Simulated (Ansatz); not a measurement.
This geometry of C₄H₈OSi (14 atoms, charge 0, multiplicity 1) is a first-order saddle point.

The calculation used RKS PBE0-D4/def2-SVP (Ansatz).

```xyz
14
Properties=species:S:1:pos:R:3
C -0.193 -2.361 1.471
O -0.997 -1.731 0.505
C -0.321 -1.186 -0.549
C 0.273 -0.013 -0.505
C 0.834 1.171 -0.492
Si -0.119 2.736 -0.904
H -0.866 -2.762 2.241
H 0.392 -3.194 1.039
H 0.508 -1.651 1.944
H -0.312 -1.778 -1.476
H 1.895 1.249 -0.211
H 0.676 3.579 -1.849
H -1.426 2.373 -1.522
H -0.357 3.539 0.336
```

Q: Which two structures does it join? (They come from a converged band through this point; their orientation in space is the band's.)

A: No bond is made or broken. The dihedral C1–O2–C3–C4 goes from -154 to 1°.

Initial state:

```xyz
14
Properties=species:S:1:pos:R:3
C -0.427 -2.727 1.349
O -0.425 -1.340 1.150
C 0.012 -0.940 -0.069
C 0.554 0.237 -0.300
C 1.013 1.433 -0.578
Si -0.123 2.868 -0.993
H -0.899 -2.916 2.322
H -1.007 -3.251 0.566
H 0.597 -3.142 1.364
H -0.133 -1.647 -0.900
H 2.101 1.604 -0.557
H 0.224 3.431 -2.336
H -1.537 2.395 -0.999
H 0.037 3.966 0.011
```

Final state:

```xyz
14
Properties=species:S:1:pos:R:3
C -0.356 -1.851 1.423
O -0.461 -2.324 0.108
C -0.032 -1.485 -0.858
C 0.494 -0.286 -0.699
C 0.964 0.935 -0.588
Si -0.155 2.442 -0.591
H -0.744 -2.639 2.082
H 0.693 -1.634 1.689
H -0.947 -0.929 1.567
H -0.153 -1.913 -1.858
H 2.051 1.082 -0.485
H 0.227 3.378 -1.694
H -1.571 2.005 -0.768
H -0.022 3.189 0.700
```

Q: How far does it lie above each of them?

A: 0.096 eV above the first and 0.253 eV above the second. This is the barrier of this one path; another mechanism may lie lower.

Run time: 10 min on 2 threads of Arm Neoverse V1, with other jobs on the host, peak memory 0.34 GiB.
